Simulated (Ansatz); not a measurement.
The same path of C₂H₉FSiSn (14 atoms, charge 0, multiplicity 1) was run 3 times with different band settings. The coordinate that changes most is the dihedral Si4–C2–Sn3–H12.

Theory: RKS BLYP-D4/def2-SVP in Ansatz.

Relaxed end points:

```xyz
14
Properties=species:S:1:pos:R:3
C -1.458 -0.154 -0.842
C 0.050 0.039 -0.547
Sn 0.833 -1.544 0.810
Si 0.475 1.726 0.166
F 1.923 1.593 0.954
H -2.075 -0.038 0.074
H -1.833 0.588 -1.580
H -1.675 -1.159 -1.258
H 0.643 -0.102 -1.476
H 0.021 -3.017 0.368
H 2.543 -1.736 0.620
H 0.451 -1.162 2.458
H -0.557 2.153 1.165
H 0.646 2.784 -0.885
```

```xyz
14
Properties=species:S:1:pos:R:3
C -0.852 -0.341 -1.419
C 0.245 0.181 -0.457
Sn 0.929 -1.404 0.951
Si -0.268 1.699 0.526
F 0.715 1.802 1.851
H -1.778 -0.622 -0.875
H -1.139 0.425 -2.172
H -0.518 -1.237 -1.982
H 1.165 0.434 -1.027
H -0.169 -1.532 2.286
H 0.913 -2.897 0.059
H 2.530 -1.077 1.522
H -1.681 1.563 1.008
H -0.105 2.978 -0.242
```

Common settings: movable images 5; climbing image yes; spring 5.0 eV/Å²; optimiser quadratic models (default); force threshold 0.03 eV/Å; end points relaxed.

| run | start path | iteration limit |
| --- | --- | --- |
| 1 | IDPP | 60 |
| 2 | IDPP | 6 |
| 3 | straight line | 60 |

**Question.** What does each run give, and how far can it be trusted?

**Answer.** Run 1: converged after 9 iterations, highest image 0.044 eV above the first end. A vibrational analysis at the climbing image gives one clearly imaginary mode, 59i cm⁻¹: a first-order saddle point.
Run 2: not converged after 6 iterations, highest image 0.046 eV above the first end. The band didn't meet its force threshold, so its energies are provisional: the largest band force was still 0.08 eV/Å, and over the last iterations the top moved between 0.05 and 0.06 eV.
Run 3: converged after 11 iterations, highest image 0.043 eV above the first end. Another band between the same ends (5 images) ends at a top of the same energy, where a vibrational analysis finds 1 clearly imaginary mode.
